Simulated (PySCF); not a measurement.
Compound: C5H12O3SSi.
Cartesian coordinates in Å at the GFN2-xTB level; atoms count from 1:
```
atom  x, y, z in Å
C1    -1.0374   -2.0557    0.1227
C2    -0.8985   -0.6107    0.5443
C3     0.4760   -0.0252    0.6516
O4     0.6437    0.9993    1.2861
C5     1.5851   -0.6360   -0.1170
Si6    3.1426    0.4111    0.2309
S7    -1.6476    0.4009   -0.8186
C8    -1.8383    2.0724   -0.1478
O9    -0.7161    0.4308   -1.9123
O10   -2.9550   -0.1323   -1.0847
H11   -0.6024   -2.7259    0.8624
H12   -0.5538   -2.2135   -0.8382
H13   -2.0935   -2.2903    0.0080
H14   -1.4968   -0.3695    1.4230
H15    1.2985   -0.5955   -1.1701
H16    1.6994   -1.6895    0.1353
H17    3.4140    0.3866    1.6659
H18    2.9502    1.7668   -0.2697
H19    4.2493   -0.2398   -0.4792
H20   -2.0401    2.7319   -0.9824
H21   -2.6727    2.0537    0.5405
H22   -0.9169    2.3500    0.3484
```

ESP-fitted charges (e) from the PBE0/pcSseg-1 density (PySCF), one withheld:

```
atom       bonded to   charge
  C1  C2 H11 H12 H13  -0.3354
  C2    C1 C3 S7 H14  -0.1922
  C3        C2 O4 C5  +0.6125
  O4              C3  -0.5205
  C5  C3 Si6 H15 H16  -0.4092
 Si6  C5 H17 H18 H19  +0.3828
  S7    C2 C8 O9 O10  +1.0974
  C8  S7 H20 H21 H22        ?
  O9              S7  -0.5472
 O10              S7  -0.5375
 H11              C1  +0.1235
 H12              C1  +0.0989
 H13              C1  +0.1309
 H14              C2  +0.1142
 H15              C5  +0.1569
 H16              C5  +0.1207
 H17             Si6  -0.0843
 H18             Si6  -0.0769
 H19             Si6  -0.1225
 H20              C8  +0.2558
 H21              C8  +0.2116
 H22              C8  +0.2413
```

(1) What is the charge on C8?

(2) Add each hydrogen's charge to the atom that carries it.

(3) Across which bond do the charges differ most?

(4) Take the bonds between elements whose Pauling electronegativities differ by more than 0.25. In how many does the more electronegative atom carry the lower charge?

(5) How much positive and how much negative charge does this set hold in all?

Results:

(1) The charges add up to the total charge, 0. The others sum to +0.7208, which leaves -0.7208 e for C8 (S-methyl carbon); the computed value is -0.7209, the difference coming from rounding.

(2) C1 +0.0179, C2 -0.0780, C5 -0.1316, Si6 +0.0991, C8 -0.0122. Atoms without hydrogen keep their charges.

(3) S7–C8: +1.0974 on S7 against -0.7209 on C8, a difference of 1.8183 e. The lower charge is on the less electronegative element of the two (Pauling values: C 2.55, S 2.58).

(4) In 16 of 16.

(5) +3.5465 e on 12 atoms and -3.5466 e on 10.

The ESP scheme is a least-squares fit of atom-centred charges to the potential on four shells outside the van der Waals surface, with the total charge fixed. The structure is a single GFN2-xTB conformer in the gas phase; no vibrational or solvent corrections.
